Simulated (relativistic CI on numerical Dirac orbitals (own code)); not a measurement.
## Slater and spin-orbit integrals, Sn²⁹⁺

Calculated at this level of theory: Dirac-Coulomb-Breit CI, orbitals from a KLI potential per configuration, a model potential for QED, unscaled Slater integrals (own radial code, finite nucleus).

Slater integrals F^k, G^k are unscaled and averaged over j, outside the closed core [Ne]; ζ comes from projecting the Hamiltonian with its Breit term on Σ l·s of the shell.

- 3s²3p⁶3d³: F^2(3d,3d) = 366810, F^4(3d,3d) = 236540, ζ(3d) = 34642 cm⁻¹; <r>(3d) = 0.2775, <r^2>(3d) = 0.08953 (bohr units).
- 3s²3p⁵3d⁴: ζ(3p) = 268530, F^2(3d,3d) = 365970, F^4(3d,3d) = 235980, F^2(3p,3d) = 321140, G^1(3p,3d) = 348090, G^3(3p,3d) = 230850, ζ(3d) = 34175 cm⁻¹; <r>(3p) = 0.3097, <r^2>(3p) = 0.1107, <r>(3d) = 0.2781, <r^2>(3d) = 0.08991 (bohr units).
- 3s3p⁶3d⁴: F^2(3d,3d) = 365630, F^4(3d,3d) = 235750, G^2(3s,3d) = 262160, ζ(3d) = 34426 cm⁻¹; <r>(3s) = 0.3167, <r^2>(3s) = 0.1143, <r>(3d) = 0.2784, <r^2>(3d) = 0.09007 (bohr units).

Task: Give the Racah parameters of the d shell in 3s²3p⁶3d³.

Result: B = F²/49 − 5F⁴/441 = 4804 cm⁻¹ and C = 35F⁴/441 = 18773 cm⁻¹.

Averages of the first 10 configurations, taken without configuration mixing, which lowers the lowest level and can move excited configurations by several eV; other configurations of the list can lie among them:

| Configuration | Parity | States | Average energy above the lowest level (eV) |
| --- | --- | --- | --- |
| 3s²3p⁶3d³ | even | 120 | 25.2 |
| 3s²3p⁵3d⁴ | odd | 1260 | 225.7 |
| 3s3p⁶3d⁴ | even | 420 | 382.7 |
| 3s²3p⁶3d²4s | even | 90 | 697.0 |
| 3s²3p⁶3d²4p | odd | 270 | 753.9 |
| 3s²3p⁶3d²4d | even | 450 | 831.0 |
| 3s²3p⁵3d³4s | odd | 1440 | 891.4 |
| 3s²3p⁶3d²4f | odd | 630 | 898.4 |
| 3s²3p⁵3d³4p | even | 4320 | 948.4 |
| 3s3p⁶3d³4s | even | 480 | 1049.6 |
